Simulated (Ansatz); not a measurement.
A made-up structure of AlH$_{2}$IO, singlet:

```xyz
5
angstrom
O -1.2701 -0.2502 -0.3372
Al 0.1825 0.4237 0.1885
I 2.2512 -0.9287 0.1021
H 3.5876 -1.8463 0.6140
H 0.1882 1.8963 0.7214
```

It is relaxed with PBE-D4/def2-SVP and then PBE0-D4/def2-TZVP (Ansatz 0.2.0). Atoms count as bonded within 1.22 times the sum of their covalent radii (H–H: 0.88 Å). The end point is not checked to be a true minimum.

Does its bonding change? (Judge from chemistry; the calculation decides.)

The calculation gives: No: no bond forms or breaks.

Where it ends: The first stage lowers the energy by 1.39 eV in 9 steps. It ends as AlH₂IO ([O][AlH][IH]):
```
5
angstrom
O -0.8293 -0.5336 -0.4896
Al 0.0129 0.6240 0.2467
I 1.8725 -1.4168 0.0359
H 3.4228 -1.3449 0.5681
H 0.4604 1.9659 0.9277
```

Labels in which every atom is bracketed show which atoms are joined, not bond orders.

For scale, one of the runs: PBE0-D4/def2-TZVP relaxation, 130 basis functions, launched by `ansatz run in.yaml --threads 2 --pin off --events-out ev --progress --plain --max-ram 4352MiB`. Hardware: 2 CPU threads of an Arm Neoverse V1, shared host. Wall time about 21 s.
